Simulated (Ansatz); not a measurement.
`[AlH2][NH]P[SiH3]` + `C=N` → `C=NP[SiH3]` + `[NH2][AlH2]` at 400 K and 1 bar (ligand exchange at a P–N bond).

Computed with Ansatz on PBE0-D4/def2-TZVP structures; ΔE is electronic, products minus reactants. CBS: MP2 limit from def2 TZ/QZ plus the TZ coupled-cluster correction, frozen cores. This one scheme is used for every species. One conformer a species, not always the lowest.

```tsv
species	CCSD(T)/CBS energy (Eh)	H − E (kJ/mol)	S (J/(mol·K))
`[AlH2][NH]P[SiH3]`	-930.96112	206.6	404.5
`C=N`	-94.52360	119.4	238.9
`C=NP[SiH3]`	-726.33886	202.4	369.9
`[NH2][AlH2]`	-299.14566	122.0	272.0
```

H − E and S are ideal-gas, rigid-rotor, harmonic terms from PBE0-D4/def2-TZVP, for one conformer and one mirror image of each species. 1 Eh = 2625.50 kJ/mol, R = 8.31446 J/(mol·K).

Q: By hand: ΔE, ΔH, ΔS and ΔG.

A: ΔE = (-726.33886) + (-299.14566) − (-930.96112) − (-94.52360) = 0.00020 Eh = 0.5 kJ/mol. Δ(H − E) = 202.4 + 122.0 − 206.6 − 119.4 = -1.6, so ΔH = -1.1 kJ/mol. ΔS = 369.9 + 272.0 − 404.5 − 238.9 = -1.5 J/(mol·K). ΔG = -1.1 − 400 × (-1.5)/1000 = -0.5 kJ/mol.

Q: By hand: the equilibrium constant, and the temperature at which ΔG would vanish if ΔH and ΔS stayed fixed.

A: log₁₀ K = −ΔG/(RT ln 10) = 0.1. ΔG = 0 at ΔH/ΔS = 733 K, though so small a ΔH makes that figure unsure.

TΔS isn't small against ΔH here. The sign of ΔG lies within the doubt. A doubt of 5 kJ/mol in ΔE shifts log₁₀ K by 0.7 here. Other conformers and mirror images would add mixing entropy, several J/(mol·K) or more a flexible species. Modes under 60 cm⁻¹, often nearly free rotors, make the harmonic entropy too high. These are equilibria of isolated gas molecules and say nothing of rates. Largest T1 diagnostic: 0.015 (customary marks: 0.02 for closed shells, 0.045 for open ones).
